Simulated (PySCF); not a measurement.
## `CC(=O)[SiH2]C#C[SiH3]` in a uniform electric field

C₄H₈OSi₂.
Atom-mapped SMILES: `[CH3:1][C:2](=[O:3])[SiH2:4][C:5]#[C:6][SiH3:7]` (hydrogens: H8, H9, H10 on C1; H11, H12 on Si4; H13, H14, H15 on Si7)

Structure used (PBE0-D3(BJ)/def2-SVP), in Å, numbered top down from 1:
```xyz
15
C4H8OSi2 angstrom
C     -2.140   -0.751    0.931
C     -2.283    0.697    0.564
O     -3.315    1.314    0.698
Si    -0.795    1.697   -0.183
C      0.744    0.697   -0.189
C      1.736   -0.022   -0.146
Si     3.217   -1.106   -0.094
H     -1.816   -1.329    0.050
H     -3.092   -1.142    1.316
H     -1.343   -0.867    1.683
H     -1.159    2.074   -1.579
H     -0.604    2.921    0.643
H      2.778   -2.531   -0.115
H      4.076   -0.830   -1.281
H      3.982   -0.838    1.157
```

Level: B3LYP/def2-SVPD (PySCF); nuclei fixed, core orbitals frozen in the response. Permanent dipole (2.077, -1.862, -0.063) D (1 au = 2.5417 D). Static polarisability (au):

```
x   141.07 -22.83  -6.74
y   -22.83 107.91  -4.15
z    -6.74  -4.15  82.94
```

Only the terms in μ and α are kept: μ(F) = μ + αF and ΔE = −μ·F − ½ F·αF.

Problem. A field of 0.001 au (0.051 V/Å) is applied along each axis in both senses. Find the induced dipole, the size of the total dipole and the two energy terms.

Solution. 
```csv
field along,induced x (D),induced y (D),induced z (D),total size (D),−μ·F (kJ/mol),−½F·αF (kJ/mol)
+x,0.359,-0.058,-0.017,3.102,-2.145,-0.185
−x,-0.359,0.058,0.017,2.492,+2.145,-0.185
+y,-0.058,0.274,-0.011,2.570,+1.923,-0.142
−y,0.058,-0.274,0.011,3.021,-1.923,-0.142
+z,-0.017,-0.011,0.211,2.788,+0.065,-0.109
−z,0.017,0.011,-0.211,2.809,-0.065,-0.109
```

Problem. For the field (0.0000, 0.0009, -0.0004) au, what is the induced dipole, and what angle does it make with the field?

Solution. αF = (-0.045, 0.251, -0.094) D, at 10.2° to the field. The polarisability along this direction, F·αF/F², is 106.87 au, against a mean of 110.64 au.

Problem. Which field along μ doubles the dipole in that direction (linear response)?

Solution. The polarisability along the dipole is 149.06 au, so F = 1.0977 au / 149.06 au = 0.0074 au = 0.38 V/Å; higher-order terms are ignored.

Problem. What field makes μF equal to kT at 400 K?

Solution. kT = 1.2667 × 10⁻³ Eh, so F = 0.00115 au = 5.93 MV/cm.

Problem. Induction energy −ᾱe²/2R⁴ of a unit charge at 18 Å, the molecule taken as a point?

Solution. R = 34.02 bohr, so the energy is −110.6/(2 × 34.02⁴) Eh = -0.108 kJ/mol. The charge–dipole term at its most favourable orientation, −μe/R², is -2.49 kJ/mol.

Isolated species at its PBE0-D3(BJ)/def2-SVP geometry (one conformer only).
